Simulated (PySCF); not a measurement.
NbSF2Cl, SMILES [F][Nb]([F])(=[S])[Cl], multiplicity 1. Atoms are numbered in the order given.

```xyz
5

Nb     0.2508    -0.0832     0.0000
S     -1.3181    -1.5369     0.0000
F      1.2657    -0.3337    -1.5359
F      1.2657    -0.3337     1.5359
Cl    -0.7043     2.0005     0.0000
```
Charge 0, spin multiplicity 1.

The structure is a stationary point at B3LYP-D3(BJ)/def2-SVP. The spin state was assumed, not searched. The def2 effective core potentials stand for the cores of Nb; spin–orbit coupling is left out.

These are HF/def2-TZVP in PySCF values and carry that method's errors.

Symmetry labels are those of the subgroup Cs that the program uses (full group Cs).

Computed valence orbital energies around the gap with their symmetry:
```
orbital  symmetry  energy (eV)
-------  --------  -----------
HOMO−7         A'       -18.64
HOMO−6         A"       -18.17
HOMO−5         A'       -15.22
HOMO−4         A'       -14.13
HOMO−3         A"       -13.81
HOMO−2         A'       -12.73
HOMO−1         A"       -11.30
HOMO           A'       -11.14
LUMO           A'         0.23
LUMO+1         A"         0.36
LUMO+2         A'         0.99
LUMO+3         A'         1.50
```
